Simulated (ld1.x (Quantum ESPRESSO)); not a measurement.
**Plane-wave convergence, TM semilocal potential for mercury**

Hg (Z = 80), norm-conserving Troullier–Martins (semilocal form), made with ld1.x (Quantum ESPRESSO) 7.5 (LDA (PZ), scalar-relativistic). Core [Xe] 4f14, reference 5d10 6s1.5 6p0.5. Waves: 6s (bound): rc 2.05 bohr; 5d (bound): rc 2.20 bohr; 6p (bound): rc 3.15 bohr. Local part: the p channel. Core correction: none.

The pseudo-atom Hamiltonian at the reference potential is diagonalised in spherical Bessel functions j_l(qr) that vanish at 20 bohr, with q² up to the cutoff. All-electron valence levels (Ry): 6s -0.5857, 5d -0.8223, 6p -0.1328.

**Question.** How do the lowest levels (Ry) of each channel move with the cutoff, and are there ghosts?

**Answer.**

```
cutoff (Ry)     s #1     s #2     d #1     p #1    p #2  Σ f·Δε (mRy)
          8  -0.5766  -0.0215  -0.0231  -0.1324  0.0306        8006.2
         15  -0.5798  -0.0218  -0.3950  -0.1328  0.0305        4281.8
         25  -0.5853  -0.0221  -0.7436  -0.1328  0.0305         787.6
         45  -0.5857  -0.0222  -0.8220  -0.1328  0.0305           2.6
         60  -0.5857  -0.0222  -0.8222  -0.1328  0.0305           1.0
         90  -0.5857  -0.0222  -0.8223  -0.1328  0.0305           0.0
        400  -0.5857  -0.0222  -0.8223  -0.1328  0.0305           0.0
```

Result: no extra level below or beside the all-electron valence levels (s, d, p tested); the semilocal form is local in each channel, so this says nothing of the separable form that plane-wave codes build from it; 10 mRy is reached at 40 Ry and 1 mRy at 70 Ry.
